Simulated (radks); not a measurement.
Values are calculated unless marked as measured or tabulated.
Sn I, 50 electrons, occupied as [Kr] 4d10 5s1 5p2 4f1 (not the ground configuration).

Level of theory: Dirac Kohn-Sham, PBE, spin-unpolarised, spherical densities, finite nucleus; open shells fill j = l - 1/2 first; Fermi nuclear charge, rms radius 4.6519 fm (a radial shooting solver on a logarithmic mesh with Libxc functionals).

Energy parts (hartree):
total: -6178.36955
kinetic: 6505.32438
electron-nucleus: -14984.40424
Hartree: 2465.70509
exchange-correlation: -164.99478

Orbitals (lengths in bohr, moments of r in powers of bohr):
orbital,occ.,eigenvalue (hartree),<r^2>,small-component weight
1s1/2,2,-1065.760,0.001143,3.37e-02
2s1/2,2,-161.0777,0.01851,7.14e-03
2p1/2,2,-150.4806,0.01376,7.16e-03
2p3/2,4,-142.0049,0.01507,6.83e-03
3s1/2,2,-31.30682,0.1316,2.06e-03
3p1/2,2,-27.00156,0.1265,2.01e-03
3p3/2,4,-25.45386,0.1350,1.92e-03
3d3/2,4,-17.84501,0.1160,1.80e-03
3d5/2,6,-17.52556,0.1186,1.78e-03
4s1/2,2,-5.19149,0.7584,5.56e-04
4p1/2,2,-3.76025,0.8560,4.95e-04
4p3/2,4,-3.48205,0.9157,4.68e-04
4d3/2,4,-1.24263,1.397,3.24e-04
4d5/2,6,-1.20413,1.435,3.16e-04
5s1/2,1,-0.61478,5.932,7.95e-05
5p1/2,2,-0.34720,8.927,5.22e-05
5p3/2,0,-0.32541,9.605,4.85e-05
4f5/2,1,-0.01583,318.0,9.10e-07
4f7/2,0,-0.01583,318.0,9.10e-07

The highest occupied level is 4f5/2 at -0.431 eV. The configuration is held as typed, so some empty levels lie below it. The density falls to 0.001 e/bohr^3 at r = 4.34 bohr.
